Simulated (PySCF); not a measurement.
**Electron correlation in Si (silicon, neutral)**

[Ne] 3s2 3p1 4s1, high-spin 3P determinant (an excited configuration). Calculation: PySCF 2.14, in aug-cc-pwCVDZ; no relativity, point nucleus. Frozen: [Ne]; 4 electrons correlated.

| level | correlation energy (mhartree) |
| --- | --- |
| CCSD | -63.62 |
| (T) | -1.42 |
| CCSD(T) | -65.04 |
| CCSDT | -65.66 |

Diagnostics: T1 = 0.017, D1 = 0.0463, largest double amplitude 0.097.

The outer electron is Rydberg-like, and this basis confines it to a smaller radius and binds it less than a complete one would.

Cost of the coupled-cluster step: roughly 0.29 core-seconds, for 4 correlated electrons.

Iterations:

```
CC2 = 0
CCSD nocc = (np.int64(3), np.int64(1)), nmo = (31, 31)
frozen orbitals [[0, 1, 2, 3, 4], [0, 1, 2, 3, 4]]
max_cycle = 100
direct = 0
conv_tol = 1e-08
conv_tol_normt = 1e-06
diis_space = 8
diis_start_cycle = 0
Init t2, MP2 energy = -0.0439255699250708
Init E_corr(UCCSD) = -0.0439255699254452
cycle = 1  E_corr(UCCSD) = -0.0565523327102204  dE = -0.0126267628  norm(t1,t2) = 0.0613741
cycle = 2  E_corr(UCCSD) = -0.0606938243213964  dE = -0.00414149161  norm(t1,t2) = 0.0257223
cycle = 3  E_corr(UCCSD) = -0.0634445626376436  dE = -0.00275073832  norm(t1,t2) = 0.0129554
cycle = 4  E_corr(UCCSD) = -0.0635167807481157  dE = -7.22181105e-05  norm(t1,t2) = 0.00513303
cycle = 5  E_corr(UCCSD) = -0.063652317400584  dE = -0.000135536652  norm(t1,t2) = 0.00281973
cycle = 6  E_corr(UCCSD) = -0.0635801959675713  dE = 7.2121433e-05  norm(t1,t2) = 0.0012376
cycle = 7  E_corr(UCCSD) = -0.0636603162464754  dE = -8.01202789e-05  norm(t1,t2) = 0.000603683
cycle = 8  E_corr(UCCSD) = -0.0636021168221827  dE = 5.81994243e-05  norm(t1,t2) = 0.00026653
cycle = 9  E_corr(UCCSD) = -0.0636315948752019  dE = -2.9478053e-05  norm(t1,t2) = 0.000117702
cycle = 10  E_corr(UCCSD) = -0.0636238034500414  dE = 7.79142516e-06  norm(t1,t2) = 4.8974e-05
cycle = 11  E_corr(UCCSD) = -0.0636238781372333  dE = -7.46871918e-08  norm(t1,t2) = 1.20278e-05
cycle = 12  E_corr(UCCSD) = -0.0636239306358159  dE = -5.24985826e-08  norm(t1,t2) = 3.80495e-06
cycle = 13  E_corr(UCCSD) = -0.0636239330234258  dE = -2.3876099e-09  norm(t1,t2) = 6.83249e-07
UCCSD converged
E(UCCSD) = -288.7339041216229  E_corr = -0.0636239330234258
UCCSD(T) correction = -0.00142314726111131
```
